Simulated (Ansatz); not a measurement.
Input for Ansatz (an electronic-structure program): R-CCSD(T)/def2-TZVPP on CH4OZn (SMILES [CH3][Zn][OH]).

Ansatz 0.2 input:
```yaml
crystal:
  periodic: [false, false, false]
  atoms:
    - {symbol: C, position_ang: [-0.51127167, -1.01802437, -0.51425694]}
    - {symbol: Zn, position_ang: [0.38861604, 0.49873372, 0.27809119]}
    - {symbol: O, position_ang: [1.33473219, 1.83397711, 1.00600417]}
    - {symbol: H, position_ang: [-0.18393559, -1.15884580, -1.54486896]}
    - {symbol: H, position_ang: [-1.59077565, -0.86283703, -0.51185767]}
    - {symbol: H, position_ang: [-0.29114233, -1.92581192, 0.04856845]}
    - {symbol: H, position_ang: [0.85367702, 2.63270829, 1.23841976]}
basis:
  gaussian:
    orbitals: def2-TZVPP
magnetization: {spin_polarized: false}
correlation: {method: ccsd_t, electrons: outside_noble_gas}
scf: {lower_state_search: off}
```

Output:

```
WARN ansatz: RAYON_NUM_THREADS=4 ignored (pool sized by the plan → 4); use --threads N
Functional definition: HF
these checks for a lower state are left out or cut short: stability, starts, cluster_reference, orbital_swaps, neighbouring_geometries, increment
integrals: 0.61 GiB planned
1143 factors; integrals over basis functions are off by at most 1.2e-3 eV
mean field: 0.60 GiB planned
mean field evaluation 1: about -51504.6937 eV, gradient 4.6e1 eV
mean field evaluation 2: about -51504.9221 eV, gradient 4.7e1 eV
mean field evaluation 4: about -51508.9305 eV, gradient 5.0e0 eV
mean field evaluation 8: about -51508.9860 eV, gradient 7.5e-1 eV
mean field -51508.98699810 eV, -1892.9203581346 hartree, gradient 1.3e-6 eV, S^2 0.000000; 0 other end points of the search recorded, 0 dependent functions left out
11 core orbitals not correlated
reference -51508.98699810 eV, -1892.9203581346 hartree; 13, 13 occupied and 158, 158 virtual orbitals, 1143 factors
second order -25.72014890 eV of doubles, -0.00000000 eV of singles
coupled cluster: 1.90 GiB planned
cycle   1  -23.95797070 eV  change     1.8e0 eV  update   1.3e-1
cycle   2  -24.66419274 eV  change   -7.1e-1 eV  update   5.2e-2
cycle   3  -24.82329634 eV  change   -1.6e-1 eV  update   2.1e-2
cycle   4  -24.79748905 eV  change    2.6e-2 eV  update   7.3e-3
cycle   5  -24.78845553 eV  change    9.0e-3 eV  update   2.8e-3
cycle   6  -24.79074847 eV  change   -2.3e-3 eV  update   9.9e-4
cycle   7  -24.79052658 eV  change    2.2e-4 eV  update   3.3e-4
cycle   8  -24.79015090 eV  change    3.8e-4 eV  update   1.0e-4
cycle   9  -24.79020088 eV  change   -5.0e-5 eV  update   3.6e-5
cycle  10  -24.79023397 eV  change   -3.3e-5 eV  update   1.4e-5
cycle  11  -24.79020403 eV  change    3.0e-5 eV  update   6.9e-6
perturbative correction -0.84120018 eV, -0.0309135366 hartree
Total energy: -51534.61840231 eV, -1893.8622948659 hartree
Checks for a lower state left out: stability, starts, cluster_reference, orbital_swaps, neighbouring_geometries, increment
```

The calculation finished and met its thresholds.

Cost: roughly 40 core-seconds.
